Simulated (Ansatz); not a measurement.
`C[BH][GaH2]` + SiH₄ → `[SiH3][BH][GaH2]` + CH₄ at 298.15 K and 1 bar (formal exchange of groups at a B–C bond).

Program: Ansatz. Geometries: PBE0-D4/def2-TZVP. ΔE: electronic, gas phase. CCSD(T)/CBS is the MP2 limit (def2-TZVPP, def2-QZVPP) plus CCSD(T) − MP2 in def2-TZVPP, frozen cores. This one scheme is used for every species. For Ga outer-core shells are correlated without core-valence functions, which leaves a few kJ/mol of doubt a bond. Scalar relativity is left out up to krypton.

| species | CCSD(T)/CBS energy (Eh) | H − E (kJ/mol) | S (J/(mol·K)) |
| --- | --- | --- | --- |
| `C[BH][GaH2]` | -1990.35208 | 178.2 | 318.9 |
| SiH₄ | -291.46306 | 92.1 | 204.8 |
| `[SiH3][BH][GaH2]` | -2241.35179 | 148.9 | 343.5 |
| CH₄ | -40.46206 | 127.4 | 186.2 |

H − E and S are ideal-gas, rigid-rotor, harmonic terms from PBE0-D4/def2-TZVP, for one conformer and one mirror image of each species. 1 Eh = 2625.50 kJ/mol, R = 8.31446 J/(mol·K).

Problem. By hand: ΔE, ΔH, ΔS and ΔG.

Solution. ΔE = (-2241.35179) + (-40.46206) − (-1990.35208) − (-291.46306) = 0.00129 Eh = 3.4 kJ/mol. Δ(H − E) = 148.9 + 127.4 − 178.2 − 92.1 = 6.0, so ΔH = 9.4 kJ/mol. ΔS = 343.5 + 186.2 − 318.9 − 204.8 = 6.0 J/(mol·K). ΔG = 9.4 − 298.15 × (6.0)/1000 = 7.6 kJ/mol.

Problem. By hand: the equilibrium constant, and the temperature at which ΔG would vanish if ΔH and ΔS stayed fixed.

Solution. log₁₀ K = −ΔG/(RT ln 10) = -1.3. ΔG = 0 at ΔH/ΔS = 1567 K, though so small a ΔH makes that figure unsure.

The number of gas molecules stays the same, so ΔS is small and ΔH decides. A doubt of 5 kJ/mol in ΔE shifts log₁₀ K by 0.9 here. Other conformers and mirror images would add mixing entropy, several J/(mol·K) or more a flexible species. Modes under 60 cm⁻¹, often nearly free rotors, make the harmonic entropy too high. These are equilibria of isolated gas molecules and say nothing of rates. Largest T1 diagnostic: 0.015 (customary marks: 0.02 for closed shells, 0.045 for open ones).
